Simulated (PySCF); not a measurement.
CH7AlO2Si. Atoms are numbered in the order given.

```xyz
12

Al    -0.6771     0.6698     0.8240
H     -1.1884     1.0769     2.2475
O     -1.2708     1.5177    -0.5091
C     -1.1572     1.5634    -1.8915
H     -0.7924     2.5529    -2.2200
H     -0.4625     0.8015    -2.2922
H     -2.1403     1.4024    -2.3684
O      0.4424    -0.5875     0.6164
Si     1.5251    -1.7783     0.2786
H      0.9584    -3.1127     0.6423
H      2.7877    -1.5665     1.0498
H      1.8580    -1.7876    -1.1801
```

Coordinates come from a PBE0-D3(BJ)/def2-SVP optimisation. The structure was generated by enumeration; whether it is a known compound was not checked. The values are those of a single conformer.

All values below come from PBE0/def2-TZVP in PySCF.

Task: Estimate the frontier levels, gap, dipole moment and polarisability. (The exact figures need the calculation; the answer reports its results.)

Result: 
```yaml
highest_occupied_level: -8.20 eV
lowest_empty_level: -0.32 eV
orbital_gap: 7.88 eV
dipole_moment: 0.70 D
quadrupole, principal values (traceless, Buckingham form, about the centre of nuclear charge): -6.05, 1.52, 4.53 D·Å
mean_static_polarisability: 68.3 bohr³ (10.13 Å³)
polarisability_principal_values: 59.3, 69.7, 76.0 bohr³
```
